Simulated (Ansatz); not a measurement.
Born–Oppenheimer molecular dynamics of H₆W (7 atoms, charge 0, multiplicity 1). It starts at the highest image of a converged band. Of that band: The profile has 2 maxima (images 1, 6) with wells between them (image 2): this band takes more than one step, which may be the mechanism or a detour left from its start path. A structure lower than the first end lies on the path between it and the top, so the climb from that side starts below the end, which may itself be a saddle point or a shallow side well. A vibrational analysis at the climbing image gives 2 clearly imaginary modes (184i, 133i cm⁻¹): a point of higher order, so a lower path passes nearby.

Computed with RKS BLYP/def2-SVP (Ansatz).

```yaml
ensemble: NVE (velocity Verlet)
time_step: 0.5 fs
steps_asked: 200
starting_velocities_drawn_for: 300 K
seed: 6898
```

First frame:

```xyz
7
Properties=species:S:1:pos:R:3
W -0.424 -0.021 -0.428
H 1.671 0.443 1.740
H 1.742 -0.322 1.691
H 0.104 1.459 0.258
H -2.127 -0.214 -0.285
H 0.414 -1.432 0.068
H -0.479 0.085 -2.143
```

Question: How far do the bonds stretch over the last three quarters of this one trajectory? (Pairs bonded in most of those frames.)

Answer: 
| bond | mean (Å) | spread (Å) | shortest | longest |
| --- | --- | --- | --- | --- |
| W1–H4 | 1.720 | 0.019 | 1.67 | 1.76 |
| W1–H5 | 1.718 | 0.014 | 1.69 | 1.74 |
| W1–H6 | 1.724 | 0.019 | 1.69 | 1.76 |
| W1–H7 | 1.719 | 0.022 | 1.68 | 1.77 |
| H2–H3 | 0.769 | 0.002 | 0.77 | 0.77 |

Mean temperature of the second half: 217 K. The conserved energy stayed within 0.028 meV per atom of its start (net change 0.015 meV per atom), so the integration is sound. A run of 0.1 ps of so small a system gives no equilibrium averages. The orbitals stay closed-shell, which can raise the energy where a bond breaks towards radicals; this wasn't checked here.

Time of the run: 9.5 min on 1 thread of Arm Neoverse V2, on a shared host, peak memory 0.12 GiB.
